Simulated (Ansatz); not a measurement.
Geometry optimisation, RKS B3LYP-D4/def2-SVP in Ansatz 0.2.0.

The input (input.yaml):

```yaml
crystal:
  periodic: [false, false, false]
  atoms:
    - { symbol: "N", position_ang: [-0.4183, 1.0431, -1.5001] }
    - { symbol: Ge, position_ang: [0.7109, 0.3725, -0.2593] }
    - { symbol: F, position_ang: [2.0257, -0.3892, -1.103] }
    - { symbol: Ge, position_ang: [-0.3548, -1.2381, 1.0727] }
    - { symbol: H, position_ang: [-0.04472, 0.85028, -2.47827] }
    - { symbol: H, position_ang: [-1.3412, 0.44149, -1.4833] }
    - { symbol: H, position_ang: [1.2742, 1.5123, 0.6572] }
    - { symbol: H, position_ang: [-0.9206, -2.3665, 0.1565] }
    - { symbol: H, position_ang: [-1.6142, -0.5539, 1.8455] }
    - { symbol: H, position_ang: [0.5533, -1.8379, 2.1456] }
basis:
  gaussian: { orbitals: def2-SVP }
hamiltonian:
  xc: b3lyp
  dispersion: d4
relax:
  f_tol: 0.015
  max_steps: 40
```

Command:

```bash
$ ansatz run input.yaml --threads 2 --pin off --max-ram 3072MiB --backend cpu --events-out ev --progress --plain --runs-dir out
```

Problem. Where does it end, and by what steps?

Solution. The run converged. After 8 steps the energy has fallen by 0.481 eV; H5 moved furthest, 0.82 Å.

| step | energy less start (eV) | largest force component (eV/Å) | accepted |
| --- | --- | --- | --- |
| 0 | 0.0000 | 2.339 | yes |
| 1 | -0.3093 | 1.319 | yes |
| 2 | -0.3710 | 1.145 | yes |
| 3 | -0.4318 | 0.502 | yes |
| 4 | -0.4590 | 0.231 | yes |
| 5 | -0.4785 | 0.057 | yes |
| 6 | -0.4804 | 0.048 | yes |
| 7 | -0.4808 | 0.039 | yes |
| 8 | -0.4810 | 0.014 | yes |

```xyz
10
Properties=species:S:1:pos:R:3
N -0.515 0.896 -1.539
Ge 0.662 0.318 -0.268
F 2.010 -0.555 -1.012
Ge -0.428 -1.282 1.204
H -0.169 1.608 -2.180
H -0.993 0.169 -2.068
H 1.300 1.564 0.376
H -1.057 -2.404 0.354
H -1.538 -0.583 2.014
H 0.598 -1.897 2.174
```

Time of the run: 41 s on 2 threads of Arm Neoverse V1, on a shared host, peak memory 0.34 GiB.
